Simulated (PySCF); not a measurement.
Simulation results for AlB2FH3, AlB2H5N, CH4B2Cl, C2H6BO and others

All values are calculated (PySCF 2.14.0). Calculation on a computer-drawn molecule: optimised geometry and harmonic frequencies of an isolated molecule of the commonest isotopes, restricted reference for singlets and unrestricted otherwise, frozen core in MP2.

```json
{"entry": 1, "formula": "AlB2FH3", "start_structure": {"atoms_angstrom": [["B", 1.0888, -2.0425, -1.3639], ["B", 0.3811, -2.643, -0.1385], ["Al", -0.9865, -1.4679, 0.9417], ["F", -2.0906, -0.5957, 1.7244], ["H", 0.6636, -2.1923, -2.4286], ["H", 2.0309, -1.4772, -1.3679], ["H", 0.5371, -3.7117, 0.4204]]}, "given": {"charge": 1, "multiplicity": 1, "method": "HF", "basis": "cc-pV(D+d)Z", "drawn_bonds_atom": [1, 2, 3, 1, 1, 2], "drawn_bonds_other_atom": [2, 3, 4, 5, 6, 7], "drawn_bonds_order": [1, 1, 1, 1, 1, 1]}, "results": {"optimised_atom_element": ["B", "B", "Al", "F", "H", "H", "H"], "optimised_atom_x [angstrom]": [1.132, 0.4002, -1.063, -2.139, 0.6207, 2.144, 0.5289], "optimised_atom_y [angstrom]": [-2.052, -2.688, -1.461, -0.5543, -2.207, -1.424, -3.743], "optimised_atom_z [angstrom]": [-1.46, -0.08717, 0.9901, 1.778, -2.529, -1.355, 0.4503], "modes_frequency [cm^-1]": [96.02, 133.0, 207.6, 309.8, 400.0, 448.7, 782.5, 844.4, 940.1, 970.7, 1021, 1231, 2703, 2793, 2798], "modes_reduced_mass [dalton]": [5.968, 5.042, 4.83, 1.205, 7.499, 1.079, 1.195, 1.534, 3.594, 8.364, 1.448, 1.208, 1.051, 1.094, 1.124], "rotational_constants [GHz]": [28.2, 2.234, 2.107], "total_energy [hartree]": -392.2229, "convergence_status_largest_gradient_component [hartree/bohr]": 1.537e-05}}
{"entry": 2, "formula": "AlB2FH3", "start_structure": {"atoms_angstrom": [["B", 1.1321, -2.0523, -1.4598], ["B", 0.4002, -2.6878, -0.0872], ["Al", -1.0629, -1.4614, 0.9901], ["F", -2.1387, -0.5543, 1.7785], ["H", 0.6207, -2.2069, -2.5295], ["H", 2.1441, -1.4241, -1.3549], ["H", 0.5289, -3.7434, 0.4503]]}, "given": {"charge": 1, "multiplicity": 1, "method": "MP2", "basis": "cc-pV(D+d)Z", "drawn_bonds_atom": [1, 2, 3, 1, 1, 2], "drawn_bonds_other_atom": [2, 3, 4, 5, 6, 7], "drawn_bonds_order": [1, 1, 1, 1, 1, 1]}, "results": {"optimised_atom_element": ["B", "B", "Al", "F", "H", "H", "H"], "optimised_atom_x [angstrom]": [1.115, 0.406, -1.035, -2.121, 0.5936, 2.125, 0.5411], "optimised_atom_y [angstrom]": [-2.048, -2.707, -1.483, -0.5286, -2.189, -1.4, -3.774], "optimised_atom_z [angstrom]": [-1.439, -0.08195, 0.9692, 1.739, -2.517, -1.336, 0.4538], "modes_frequency [cm^-1]": [86.76, 126.7, 185.5, 293.8, 416.5, 423.5, 733.1, 804.1, 912.5, 945.6, 970.4, 1149, 2634, 2715, 2732], "modes_reduced_mass [dalton]": [5.453, 5.12, 5.018, 1.163, 1.129, 7.438, 1.124, 1.491, 6.21, 2.824, 1.84, 1.255, 1.051, 1.094, 1.123], "rotational_constants [GHz]": [26.91, 2.284, 2.145], "total_energy [hartree]": -392.6053, "convergence_status_largest_gradient_component [hartree/bohr]": 3.873e-05}}
{"entry": 3, "formula": "AlB2H5N", "start_structure": {"atoms_angstrom": [["B", -0.5818, 0.2986, -1.148], ["B", -0.7086, -1.0331, -0.2302], ["N", 0.2306, -2.0428, 0.1745], ["Al", -2.4601, -1.0332, 0.7119], ["H", -1.4968, 1.073, -1.198], ["H", 0.2575, 0.5777, -1.8436], ["H", 0.0967, -2.8701, 0.4771], ["H", 1.181, -1.8743, -0.0626], ["H", -3.8544, -1.2628, 1.5427]]}, "given": {"charge": 0, "multiplicity": 2, "method": "HF", "basis": "cc-pV(D+d)Z", "drawn_bonds_atom": [1, 2, 2, 1, 1, 3, 3, 4], "drawn_bonds_other_atom": [2, 3, 4, 5, 6, 7, 8, 9], "drawn_bonds_order": [1, 1, 1, 1, 1, 1, 1, 1]}, "results": {"optimised_atom_element": ["B", "B", "N", "Al", "H", "H", "H", "H", "H"], "optimised_atom_x [angstrom]": [-0.7704, -0.6013, 0.4885, -2.573, -0.6969, -1.147, 0.4436, 1.404, -3.883], "optimised_atom_y [angstrom]": [0.07278, -1.102, -1.852, -1.425, 1.246, -0.2021, -2.533, -1.762, -0.6108], "optimised_atom_z [angstrom]": [-1.219, -0.04096, 0.3909, 0.9435, -0.9514, -2.331, 1.12, -0.003071, 0.5152], "modes_frequency [cm^-1]": [113.9, 123.4, 243.8, 296.5, 334.3, 427.5, 537.7, 586.4, 609.8, 806.3, 810.4, 976.4, 1102, 1262, 1428, 1764, 1895, 2634, 2693, 3795, 3891], "modes_reduced_mass [dalton]": [1.1, 3.126, 3.197, 2.005, 1.077, 3.257, 1.413, 1.138, 1.266, 1.455, 3.134, 1.375, 1.455, 1.215, 4.573, 1.199, 1.044, 1.057, 1.121, 1.05, 1.098], "rotational_constants [GHz]": [7.424, 3.901, 2.614], "total_energy [hartree]": -348.6124, "spin_squared": 0.7705, "convergence_status_largest_gradient_component [hartree/bohr]": 3.358e-05}}
{"entry": 4, "formula": "AlB2FH3", "start_structure": {"atoms_angstrom": [["B", 0.3856, 2.0302, 0.522], ["B", -0.0865, 0.5844, 0.7287], ["Al", -0.823, -1.3008, 1.0372], ["F", -2.3212, -1.4389, 1.8252], ["H", 1.4302, 2.2912, -0.0975], ["H", -0.1936, 2.9616, 0.8949], ["H", -0.2767, -2.7068, 0.7829]]}, "given": {"charge": 0, "multiplicity": 2, "method": "HF", "basis": "cc-pV(D+d)Z", "drawn_bonds_atom": [1, 2, 3, 1, 1, 3], "drawn_bonds_other_atom": [2, 3, 4, 5, 6, 7], "drawn_bonds_order": [1, 1, 1, 1, 1, 1]}, "results": {"optimised_atom_element": ["B", "B", "Al", "F", "H", "H", "H"], "optimised_atom_x [angstrom]": [0.4221, -0.1675, -0.8984, -2.358, 1.477, -0.1835, -0.1772], "optimised_atom_y [angstrom]": [2.077, 0.5843, -1.353, -1.484, 2.225, 3.055, -2.682], "optimised_atom_z [angstrom]": [0.4924, 0.7657, 1.102, 1.876, -0.06601, 0.8423, 0.6808], "modes_frequency [cm^-1]": [116.7, 147.8, 208.0, 273.8, 463.4, 501.1, 645.2, 714.1, 848.7, 930.0, 1057, 1266, 2033, 2657, 2727], "modes_reduced_mass [dalton]": [3.97, 3.364, 1.135, 2.932, 4.658, 1.328, 1.583, 1.306, 13.08, 1.355, 3.009, 1.455, 1.043, 1.056, 1.121], "rotational_constants [GHz]": [20.06, 2.358, 2.11], "total_energy [hartree]": -392.4684, "spin_squared": 0.7569, "convergence_status_largest_gradient_component [hartree/bohr]": 1.625e-05}}
{"entry": 5, "formula": "AlB2FH3", "start_structure": {"atoms_angstrom": [["B", 0.4221, 2.0769, 0.4924], ["B", -0.1675, 0.5843, 0.7657], ["Al", -0.8984, -1.3534, 1.1019], ["F", -2.3579, -1.4839, 1.8764], ["H", 1.4772, 2.2247, -0.066], ["H", -0.1835, 3.0545, 0.8423], ["H", -0.1772, -2.6822, 0.6808]]}, "given": {"charge": 0, "multiplicity": 2, "method": "MP2", "basis": "cc-pV(D+d)Z", "drawn_bonds_atom": [1, 2, 3, 1, 1, 3], "drawn_bonds_other_atom": [2, 3, 4, 5, 6, 7], "drawn_bonds_order": [1, 1, 1, 1, 1, 1]}, "results": {"optimised_atom_element": ["B", "B", "Al", "F", "H", "H", "H"], "optimised_atom_x [angstrom]": [0.4222, -0.1675, -0.9005, -2.377, 1.484, -0.1849, -0.1619], "optimised_atom_y [angstrom]": [2.074, 0.5918, -1.356, -1.491, 2.216, 3.059, -2.674], "optimised_atom_z [angstrom]": [0.4923, 0.7659, 1.103, 1.886, -0.06996, 0.8432, 0.6729], "modes_frequency [cm^-1]": [107.0, 156.6, 201.0, 243.4, 448.2, 483.7, 587.0, 678.1, 826.5, 861.6, 1048, 1209, 2006, 2607, 2685], "modes_reduced_mass [dalton]": [3.608, 3.153, 1.139, 2.625, 4.335, 1.346, 1.923, 1.257, 13.08, 1.366, 1.956, 1.957, 1.044, 1.057, 1.121], "rotational_constants [GHz]": [19.76, 2.343, 2.095], "total_energy [hartree]": -392.8509, "spin_squared": 0.7569, "convergence_status_largest_gradient_component [hartree/bohr]": 2.31e-05}}
{"entry": 6, "formula": "CH4B2Cl", "start_structure": {"atoms_angstrom": [["B", -2.6501, 2.871, 0.0547], ["C", -1.4445, 2.0816, 0.3861], ["B", -1.0894, 1.1295, 1.5712], ["Cl", -2.2853, 1.0134, 2.8614], ["H", -3.0825, 3.6585, 0.8993], ["H", -3.1782, 2.7868, -0.8698], ["H", -0.6064, 2.0155, -0.3891], ["H", -0.1975, 0.5069, 1.7691]]}, "given": {"charge": 0, "multiplicity": 2, "method": "HF", "basis": "cc-pV(D+d)Z", "drawn_bonds_atom": [1, 2, 3, 1, 1, 2, 3], "drawn_bonds_other_atom": [2, 3, 4, 5, 6, 7, 8], "drawn_bonds_order": [1, 1, 1, 1, 1, 1, 1]}, "results": {"optimised_atom_element": ["B", "C", "B", "Cl", "H", "H", "H", "H"], "optimised_atom_x [angstrom]": [-2.664, -1.406, -1.122, -2.25, -3.199, -3.104, -0.6402, -0.1501], "optimised_atom_y [angstrom]": [2.89, 2.019, 1.144, 1.102, 3.514, 2.949, 1.988, 0.4579], "optimised_atom_z [angstrom]": [0.08282, 0.3699, 1.616, 2.984, 0.9543, -1.033, -0.4056, 1.715], "modes_frequency [cm^-1]": [76.5, 146.9, 187.5, 466.7, 589.6, 751.8, 826.9, 881.7, 964.6, 1043, 1114, 1245, 1310, 1384, 2678, 2754, 2762, 3269], "modes_reduced_mass [dalton]": [1.511, 1.481, 2.57, 3.713, 1.177, 5.14, 1.484, 1.885, 1.738, 1.305, 1.649, 1.694, 1.293, 2.032, 1.055, 1.124, 1.095, 1.085], "rotational_constants [GHz]": [13.91, 3.358, 2.727], "total_energy [hartree]": -549.0692, "spin_squared": 0.7582, "convergence_status_largest_gradient_component [hartree/bohr]": 1.185e-05}}
{"entry": 7, "formula": "C2H6BO", "start_structure": {"atoms_angstrom": [["B", -1.1761, 0.9919, -0.4931], ["C", -0.9885, 0.3036, 0.8271], ["C", -1.4356, 0.7776, 2.1253], ["O", -1.7446, 2.1721, 2.2512], ["H", -1.6964, 1.9709, -0.6019], ["H", -0.6165, 0.5271, -1.3835], ["H", -0.6377, -0.7727, 0.9461], ["H", -0.6076, 0.6791, 2.9353], ["H", -2.2809, 0.136, 2.6034], ["H", -2.0292, 2.5, 1.3001]]}, "given": {"charge": 0, "multiplicity": 2, "method": "HF", "basis": "cc-pVDZ", "drawn_bonds_atom": [1, 2, 3, 1, 1, 2, 3, 3, 4], "drawn_bonds_other_atom": [2, 3, 4, 5, 6, 7, 8, 9, 10], "drawn_bonds_order": [1, 1, 1, 1, 1, 1, 1, 1, 1]}, "results": {"optimised_atom_element": ["B", "C", "C", "O", "H", "H", "H", "H", "H", "H"], "optimised_atom_x [angstrom]": [-1.043, -1.024, -1.399, -1.699, -1.445, -0.6656, -0.7197, -0.562, -2.227, -2.428], "optimised_atom_y [angstrom]": [0.9712, 0.2621, 0.8372, 2.199, 2.096, 0.3844, -0.7814, 0.7079, 0.246, 2.363], "optimised_atom_z [angstrom]": [-0.5185, 0.8425, 2.177, 2.179, -0.6373, -1.495, 0.9012, 2.867, 2.595, 1.6], "modes_frequency [cm^-1]": [137.7, 264.3, 296.4, 341.7, 590.2, 684.3, 848.1, 967.4, 983.5, 1053, 1143, 1252, 1283, 1328, 1457, 1510, 1537, 1587, 2676, 2740, 3114, 3208, 3281, 4151], "modes_reduced_mass [dalton]": [1.556, 3.005, 1.108, 1.215, 2.511, 1.162, 2.621, 1.571, 1.632, 1.506, 1.878, 2.444, 1.129, 1.196, 1.626, 1.669, 1.322, 1.09, 1.056, 1.127, 1.073, 1.089, 1.087, 1.067], "rotational_constants [GHz]": [15.96, 5.564, 4.27], "total_energy [hartree]": -178.7281, "spin_squared": 0.7578, "convergence_status_largest_gradient_component [hartree/bohr]": 9.949e-06}}
{"entry": 8, "formula": "C2H7AlB", "start_structure": {"atoms_angstrom": [["B", -1.4637, 1.953, -0.9607], ["C", -1.7083, 0.4728, -0.9782], ["Al", -2.2933, -0.9029, 0.2715], ["C", -2.5303, -0.7909, 2.2656], ["H", -0.5383, 2.3866, -1.5781], ["H", -2.0612, 2.6641, -0.3106], ["H", -1.6873, -0.0148, -2.0063], ["H", -2.4899, -2.2738, -0.397], ["H", -1.6909, -0.47, 2.8136], ["H", -2.8618, -1.7319, 2.6749], ["H", -3.3868, -0.0783, 2.494]]}, "given": {"charge": 0, "multiplicity": 2, "method": "HF", "basis": "cc-pV(D+d)Z", "drawn_bonds_atom": [1, 2, 3, 1, 1, 2, 3, 4, 4, 4], "drawn_bonds_other_atom": [2, 3, 4, 5, 6, 7, 8, 9, 10, 11], "drawn_bonds_order": [1, 1, 1, 1, 1, 1, 1, 1, 1, 1]}, "results": {"optimised_atom_element": ["B", "C", "Al", "C", "H", "H", "H", "H", "H", "H", "H"], "optimised_atom_x [angstrom]": [-1.595, -1.837, -2.171, -2.524, -0.661, -2.304, -1.704, -2.141, -1.701, -3.427, -2.646], "optimised_atom_y [angstrom]": [1.859, 0.3635, -1.041, -0.6403, 2.431, 2.485, 0.0357, -2.545, -1.006, -1.156, 0.4275], "optimised_atom_z [angstrom]": [-0.8073, -1.082, 0.2374, 2.127, -1.309, -0.0608, -2.117, -0.2611, 2.755, 2.475, 2.331], "modes_frequency [cm^-1]": [42.85, 78.89, 123.6, 204.3, 278.4, 426.7, 565.2, 583.3, 609.8, 694.0, 698.0, 816.3, 863.3, 989.0, 1086, 1185, 1329, 1334, 1541, 1546, 1969, 2641, 2698, 3141, 3205, 3233, 3237], "modes_reduced_mass [dalton]": [1.043, 1.802, 2.729, 1.177, 2.969, 1.122, 3.066, 1.261, 1.275, 1.695, 1.97, 1.288, 1.386, 1.291, 2.305, 1.543, 1.369, 1.243, 1.052, 1.055, 1.042, 1.054, 1.124, 1.037, 1.096, 1.084, 1.1], "rotational_constants [GHz]": [10.17, 3.225, 2.513], "total_energy [hartree]": -346.3725, "spin_squared": 0.759, "convergence_status_largest_gradient_component [hartree/bohr]": 3.147e-06}}
{"entry": 9, "formula": "CH4AlBCl", "start_structure": {"atoms_angstrom": [["B", -1.7125, 0.9997, -0.5483], ["C", -1.7454, -0.3437, 0.0306], ["Al", -0.5684, -1.4083, 1.1323], ["Cl", 1.2097, -0.8839, 1.8355], ["H", -1.2495, 1.8733, 0.013], ["H", -2.0278, 1.127, -1.6789], ["H", -2.6936, -0.9851, -0.1709], ["H", -0.989, -2.8236, 1.5106]]}, "given": {"charge": 0, "multiplicity": 2, "method": "HF", "basis": "cc-pV(D+d)Z", "drawn_bonds_atom": [1, 2, 3, 1, 1, 2, 3], "drawn_bonds_other_atom": [2, 3, 4, 5, 6, 7, 8], "drawn_bonds_order": [1, 1, 1, 1, 1, 1, 1]}, "results": {"optimised_atom_element": ["B", "C", "Al", "Cl", "H", "H", "H", "H"], "optimised_atom_x [angstrom]": [-1.64, -1.874, -0.6476, 1.218, -1.231, -1.848, -2.808, -0.947], "optimised_atom_y [angstrom]": [0.9669, -0.434, -1.489, -0.6466, 1.879, 1.159, -0.9304, -2.95], "optimised_atom_z [angstrom]": [-0.5407, 0.06696, 1.124, 1.666, 0.1258, -1.711, -0.2121, 1.605], "modes_frequency [cm^-1]": [80.47, 105.8, 190.3, 295.2, 464.5, 498.5, 569.7, 627.0, 717.3, 856.7, 982.1, 1082, 1192, 1324, 2043, 2655, 2722, 3234], "modes_reduced_mass [dalton]": [1.899, 4.411, 1.152, 4.509, 1.176, 11.55, 1.298, 2.063, 1.475, 1.364, 1.293, 2.24, 1.586, 1.363, 1.043, 1.054, 1.124, 1.084], "rotational_constants [GHz]": [8.12, 2.432, 1.889], "total_energy [hartree]": -766.3367, "spin_squared": 0.7592, "convergence_status_largest_gradient_component [hartree/bohr]": 8.583e-06}}
{"entry": 10, "formula": "AlBClH3N", "start_structure": {"atoms_angstrom": [["B", -1.1915, -0.5204, -2.7557], ["N", -0.3184, -0.9596, -1.7843], ["Al", 1.1046, -2.102, -1.7545], ["Cl", 1.9825, -3.2787, -3.1968], ["H", -1.0347, -1.0248, -3.8537], ["H", -2.0246, 0.2167, -2.5167], ["H", -0.403, -0.4342, -0.8959]]}, "given": {"charge": 0, "multiplicity": 2, "method": "HF", "basis": "cc-pV(D+d)Z", "drawn_bonds_atom": [1, 2, 3, 1, 1, 2], "drawn_bonds_other_atom": [2, 3, 4, 5, 6, 7], "drawn_bonds_order": [1, 1, 1, 1, 1, 1]}, "results": {"optimised_atom_element": ["B", "N", "Al", "Cl", "H", "H", "H"], "optimised_atom_x [angstrom]": [-1.097, -0.2484, 1.152, 1.696, -0.9191, -1.994, -0.4741], "optimised_atom_y [angstrom]": [-0.6108, -0.9224, -2.052, -3.127, -1.136, 0.1792, -0.434], "optimised_atom_z [angstrom]": [-2.775, -1.687, -1.622, -3.368, -3.84, -2.63, -0.8367], "modes_frequency [cm^-1]": [110.5, 138.8, 289.3, 307.7, 500.0, 720.1, 856.8, 992.9, 1107, 1213, 1349, 1432, 2655, 2727, 3765], "modes_reduced_mass [dalton]": [2.724, 5.147, 1.271, 3.888, 18.28, 5.534, 1.087, 1.264, 1.368, 1.757, 1.24, 2.07, 1.056, 1.127, 1.074], "rotational_constants [GHz]": [10.18, 2.518, 2.019], "total_energy [hartree]": -782.4234, "spin_squared": 0.7528, "convergence_status_largest_gradient_component [hartree/bohr]": 2.23e-05}}
```
